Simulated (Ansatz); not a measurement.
C$_{2}$H$_{9}$InS, SMILES `C[S+](C)[InH3-]`. Charge 0, multiplicity 1. In: def2 effective core potential. All single points use the PBE0-D4/def2-TZVP geometry.

```xyz
13

C    -0.491   -0.926    1.375
S     0.847   -0.487    0.261
C     1.004    1.268    0.611
In   -0.480   -0.420   -2.142
H    -0.712   -1.979    1.207
H    -0.175   -0.780    2.408
H    -1.383   -0.339    1.155
H     1.769    1.659   -0.060
H     1.319    1.413    1.645
H     0.065    1.785    0.414
H    -1.951   -1.069   -1.484
H     0.546   -1.433   -3.094
H    -0.359    1.307   -2.297
```

Problem. What is the dipole moment at B3LYP/def2-TZVPP? (Best estimate.)

Solution. Computed: 4.25 D, with components (0.68, 0.96, 4.08) D in this frame, pointing from negative to positive charge.

Problem. And with PBE, r2SCAN, ωB97M-V? (An estimate is asked.)

Solution. The calculation gave: PBE 4.26 D, r2SCAN 4.33 D, ωB97M-V 4.17 D.

Problem. Give the Mulliken charges with B3LYP, r2SCAN, ωB97M-V in def2-TZVPP. (Best estimate.)

Solution. Ansatz gave: 
| atom | B3LYP | r2SCAN | ωB97M-V |
| --- | --- | --- | --- |
| C1 | -0.28 | -0.17 | -0.35 |
| S2 | -0.04 | -0.04 | 0.01 |
| C3 | -0.28 | -0.17 | -0.35 |
| In4 | 0.40 | 0.36 | 0.22 |
| H5 | 0.14 | 0.10 | 0.16 |
| H6 | 0.12 | 0.09 | 0.14 |
| H7 | 0.13 | 0.10 | 0.15 |
| H8 | 0.14 | 0.10 | 0.16 |
| H9 | 0.12 | 0.09 | 0.14 |
| H10 | 0.13 | 0.10 | 0.15 |
| H11 | -0.20 | -0.20 | -0.15 |
| H12 | -0.18 | -0.17 | -0.13 |
| H13 | -0.21 | -0.20 | -0.15 |

B3LYP here is the variant with VWN-RPA as its local correlation; programs differ in this.
